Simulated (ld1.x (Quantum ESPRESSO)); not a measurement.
**Configuration tests for Rh (TM semilocal)**

rhodium (Rh), norm-conserving Troullier–Martins (semilocal form), made with ld1.x (Quantum ESPRESSO) 7.5 (LDA (PZ), scalar-relativistic). Core [Kr], reference 4d9 5s0 5p0. Waves: 5p (bound, empty): rc 4.20 bohr; 4d (bound): rc 1.30 bohr; 5s (bound, empty): rc 2.70 bohr. Local part: the s channel. Core correction: none.

Energies are relative to the spin-unpolarised reference configuration 4d9 5s0 5p0; without spin polarisation the order of configurations can differ from experiment. Spin-polarised rows fill each open shell by Hund’s rule, majority spin first.

Give the all-electron excitation energy and the error of the potential for: 4d8 5s1 5p0; 4d8 5s0 5p0; 4d7 5s0 5p0; 4d7 5s1 5p0; 4d5 5s0 5p0; 4d6 5s0 5p0; 4d8 5s0.5 5p0; 4d9 5s0 5p0 (spin-polarised); 4d8 5s1 5p0 (spin-polarised).

```json
{"valence configuration": "4d8 5s1 5p0", "charge": "0", "ΔE all-electron (eV)": "0.843", "error AE − PS (meV)": "-27"}
{"valence configuration": "4d8 5s0 5p0", "charge": "+1", "ΔE all-electron (eV)": "8.635", "error AE − PS (meV)": "-2.1"}
{"valence configuration": "4d7 5s0 5p0", "charge": "+2", "ΔE all-electron (eV)": "28.402", "error AE − PS (meV)": "-47"}
{"valence configuration": "4d7 5s1 5p0", "charge": "+1", "ΔE all-electron (eV)": "12.186", "error AE − PS (meV)": "-98"}
{"valence configuration": "4d5 5s0 5p0", "charge": "+4", "ΔE all-electron (eV)": "108.287", "error AE − PS (meV)": "-614"}
{"valence configuration": "4d6 5s0 5p0", "charge": "+3", "ΔE all-electron (eV)": "61.137", "error AE − PS (meV)": "-220"}
{"valence configuration": "4d8 5s0.5 5p0", "charge": "+0.5", "ΔE all-electron (eV)": "3.922", "error AE − PS (meV)": "-15"}
{"valence configuration": "4d9 5s0 5p0 (spin-polarised)", "charge": "0", "ΔE all-electron (eV)": "-0.127", "error AE − PS (meV)": "+95"}
{"valence configuration": "4d8 5s1 5p0 (spin-polarised)", "charge": "0", "ΔE all-electron (eV)": "-0.040", "error AE − PS (meV)": "+417"}
```
